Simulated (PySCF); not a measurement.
A PySCF script (with the pyscf-properties extension) for the NMR shieldings of SMILES B1OCC[C@H](c2cccs2)O1, C7H9BO2S, on a GFN2-xTB geometry:

```python
import basis_set_exchange as bse
import numpy as np
from pyscf import gto, dft
from pyscf.prop import nmr

atoms = """
B    -2.113038   -1.395818    0.778656
O    -3.030942   -0.638252    0.142150
C    -2.668130    0.639431   -0.340767
C    -1.174812    0.719095   -0.647499
C    -0.386620    0.255649    0.588953
C     1.077100    0.176002    0.283829
C     1.821566   -0.923130   -0.004274
C     3.174243   -0.614441   -0.280447
C     3.433042    0.713429   -0.203563
S     2.030413    1.620594    0.214089
O    -0.839369   -1.012407    1.021398
H    -2.438415   -2.453196    1.151625
H    -3.260253    0.822492   -1.243613
H    -2.941411    1.388298    0.413848
H    -0.940315    0.044653   -1.474339
H    -0.888919    1.734883   -0.918971
H    -0.547105    0.976355    1.406846
H     1.414114   -1.917506   -0.002976
H     3.914874   -1.354618   -0.525218
H     4.358832    1.229167   -0.362760
"""
names = dict.fromkeys(["B", "O", "C", "S", "H"], "pcSseg-1")
basis = {el: gto.basis.parse(bse.get_basis(n, elements=[el], fmt="nwchem")) for el, n in names.items()}
mol = gto.M(atom=atoms, basis=basis, charge=0, verbose=0)
mf = dft.RKS(mol, xc="PBE0")
mf.grids.level = 2
mf.grids.alignment = dft.numint.BLKSIZE   # the property module wants whole blocks of grid points
mf.conv_tol = 1e-9
mf.kernel()

calc = nmr.RKS(mf)   # GIAO
C = mf.mo_coeff
Co = C[:, mf.mo_occ > 0]
resp = mf.gen_response(singlet=True, hermi=2)
def vind(x):   # induced exchange potential for any number of trial vectors
    d = np.einsum("pi,xij,qj->xpq", C, 2 * x.reshape(-1, C.shape[1], Co.shape[1]), Co, optimize=True)
    return np.einsum("xpq,pi,qj->xij", resp(d - d.transpose(0, 2, 1)), C, Co, optimize=True).ravel()
mo1, _ = nmr.rhf.solve_mo1(calc, with_cphf=vind)
sigma = calc.kernel(mo1)
for i, s in enumerate(sigma):   # ppm
    print("%2d %-2s %9.2f" % (i, mol.atom_pure_symbol(i), np.trace(s) / 3))
```

Q: Give the expected output.

A: 
```
 0 B      76.64
 1 O     205.61
 2 C     122.20
 3 C     142.20
 4 C     113.88
 5 C      29.96
 6 C      59.59
 7 C      55.55
 8 C      54.92
 9 S     291.33
10 O     188.30
11 H      27.55
12 H      27.43
13 H      27.37
14 H      29.85
15 H      29.74
16 H      26.38
17 H      24.35
18 H      24.55
19 H      24.58
```

These numbers come from an equivalent density-fitted implementation of the same equations, which agrees with the script to about 0.01 ppm for H and up to a few tenths of a ppm for heavy atoms, so last digits may differ.

Size and cost of the density-fitted run: 239 basis functions, 100 s wall time on 1 thread of an Arm Neoverse N1, shared host; peak memory 1.1 GiB.
